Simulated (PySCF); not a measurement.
**How exact exchange moves a shielding**

Molecule: SMILES CCC[SiH2]O, C3H10OSi.

Cartesian coordinates in Å; atom numbers follow the order of the lines, from 1:
```xyz
15

C    -2.1877    0.0888    0.4448
C    -0.6748    0.0063    0.5783
C     0.0490   -0.1974   -0.7523
Si    1.9168   -0.3058   -0.5996
O     2.5661    1.0671    0.1005
H    -2.5972   -0.8356    0.0072
H    -2.6750    0.2417    1.4203
H    -2.4829    0.9229   -0.2117
H    -0.2993    0.9299    1.0542
H    -0.4128   -0.8146    1.2701
H    -0.1919    0.6269   -1.4472
H    -0.3041   -1.1219   -1.2459
H     2.2682   -1.5147    0.2185
H     2.5447   -0.4098   -1.9468
H     2.4499    1.1581    1.0499
```

GIAO shieldings (ppm, equivalent atoms averaged) in PySCF on the PBE0-D3(BJ)/def2-SVP geometry, basis pcSseg-1, gas phase, non-relativistic:

| functional | exact exchange (%) | σ(Si4) | σ(O5) |
| --- | --- | --- | --- |
| BLYP | 0 | 336.8 | 310.3 |
| BP86 | 0 | 342.9 | 312.8 |
| PBE | 0 | 343.3 | 313.5 |
| B3LYP | 20 | 350.4 | 316.4 |
| mPW1PW91 | 25 | 359.6 | 319.9 |
| BHandHLYP | 50 | 371.2 | 323.1 |
| HF | 100 | 408.3 | 330.3 |

Q: Fit each shielding as a line in the percentage of exact exchange.

A: σ(Si4) = 340.4 + 0.67 x (rms 2.8 ppm); σ(O5) = 312.9 + 0.18 x (rms 1.5 ppm). The functionals also differ in their semilocal parts, which the line can't hold; Hartree–Fock has no correlation at all.

Q: What does the line predict for PBE0 (25 %), and what does the run give?

A: σ(Si4): 357.1 predicted, 360.5 computed; σ(O5): 317.4 predicted, 320.4 computed ppm.
